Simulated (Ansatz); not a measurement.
`C[N]=[Mo](=[O])([OH])[N](C)C`. The species carries charge 0 and has multiplicity 1. Mo: def2 effective core potential. The structure was optimised at the PBE0-D4/def2-TZVP level. It is one conformer, not always the lowest.

```xyz
18

C    -1.747    0.648   -2.483
N    -1.159   -0.047   -1.394
Mo   -1.003   -0.356    0.303
O    -1.967    0.679    1.232
O    -1.466   -2.186    0.587
N     0.852   -0.039    0.713
C     1.233    0.158    2.094
C     1.958    0.088   -0.204
H    -0.964    1.109   -3.096
H    -2.297   -0.050   -3.124
H    -2.433    1.435   -2.150
H    -1.790   -2.444    1.454
H     0.364    0.108    2.754
H     1.699    1.142    2.234
H     1.950   -0.608    2.418
H     1.615   -0.035   -1.230
H     2.435    1.073   -0.105
H     2.723   -0.673   -0.001
```

(1) What is the dipole moment at ωB97M-V/def2-TZVPP? (Best estimate.)

(2) And with PBE, r2SCAN, B3LYP? (Estimate.)

(3) Give the Mulliken charges with ωB97M-V, PBE, r2SCAN in def2-TZVPP. (Best estimate.)

Answers

(1) Ansatz gave: 2.08 D, with components (2.08, 0.10, -0.14) D in this frame, pointing from negative to positive charge.

(2) Computed: PBE 2.10 D, r2SCAN 2.18 D, B3LYP 2.18 D.

(3) The calculation gave: 
```csv
atom,ωB97M-V,PBE,r2SCAN
C1,-0.19,-0.14,0.00
N2,-0.54,-0.51,-0.59
Mo3,1.29,1.16,1.34
O4,-0.54,-0.50,-0.56
O5,-0.51,-0.49,-0.54
N6,-0.35,-0.26,-0.34
C7,-0.19,-0.14,-0.02
C8,-0.20,-0.15,-0.02
H9,0.12,0.10,0.06
H10,0.13,0.11,0.07
H11,0.13,0.11,0.07
H12,0.18,0.19,0.20
H13,0.11,0.10,0.06
H14,0.12,0.09,0.05
H15,0.12,0.09,0.06
H16,0.11,0.10,0.06
H17,0.11,0.08,0.05
H18,0.11,0.09,0.05
```

B3LYP here is the variant with VWN-RPA as its local correlation; programs differ in this.
